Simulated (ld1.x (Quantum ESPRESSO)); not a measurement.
What one change does to a pseudopotential (neon, TM)

```json
{
  "Element": "Ne",
  "Generator": "ld1.x (Quantum ESPRESSO) 7.5",
  "Type": "norm-conserving Troullier–Martins (Kleinman–Bylander form)",
  "Functional": "LDA (PZ)",
  "Relativity": "non-relativistic",
  "Frozen core": "[He]",
  "Valence charge": "8",
  "Reference configuration": "2s2 2p4 (charge +2)",
  "Partial waves": "2s (bound): rc 0.75 bohr; 2p (bound): rc 1.20 bohr; 3d channel at 0.1 Ry: rc 1.25 bohr",
  "Local potential": "all-electron potential smoothed inside 0.60 bohr (lloc = -1)",
  "Core correction": "Bessel-smoothed model core, default radius (core density twice the valence density)"
}
```

Change: wave 2p (bound): rc 1.20 bohr becomes 2p (bound): rc 1.74 bohr.

Cutoffs: the cutoffs (Ry, on a coarse ladder) from which the occupation-weighted sum of valence levels, in a spherical-Bessel basis at the reference potential, stays within 10 and 1 mRy of its value at 400 Ry; they do not see the model core or the augmentation charge, which bear on the density cutoff. Errors are all-electron minus pseudo energies relative to the spin-unpolarised reference configuration.

**Question.** Predict the effect on cutoff, ghosts and configuration errors.

**Answer.** The potential gets neither clearly harder nor softer (180 Ry and 260 Ry → 160 Ry and 260 Ry); the s channel sets the loose cutoff, while the largest relative change is in p, which becomes softer; of the 8 tests that both files solve, the error grows in 8 and shrinks in 0 by more than 15 % and 0.3 meV (median size 93.6 → 512.8 meV); neither file shows a bound ghost. More of the atom is replaced by a form fitted at one configuration, so other configurations suffer.

| quantity | base | changed |
| --- | --- | --- |
| cutoff, loose | 180 Ry | 160 Ry |
| cutoff, tight | 260 Ry | 260 Ry |
| loose cutoff by channel (10 mRy a level) | s 100 Ry, p 90 Ry | s 100 Ry, p 55 Ry |
| bound ghosts | none | none |
| error for 2s2 2p6, meV [ΔE -66.08 eV] | +105 | +643 |
| error for 2s2 2p5, meV [ΔE -43.42 eV] | +49 | +265 |
| error for 2s2 2p3, meV [ΔE 67.53 eV] | +131 | +555 |
| error for 2s1 2p6, meV [ΔE -20.66 eV] | +232 | +805 |
| error for 2s2 2p5.5, meV [ΔE -57.11 eV] | +82 | +471 |
| error for 2s2 2p2, meV [ΔE 162.22 eV] | +771 | +2929 |
| error for 2s2 2p4 (spin-polarised), meV [ΔE -2.25 eV] | +27 | -106 |
| error for 2s2 2p5 (spin-polarised), meV [ΔE -43.89 eV] | +57 | +250 |
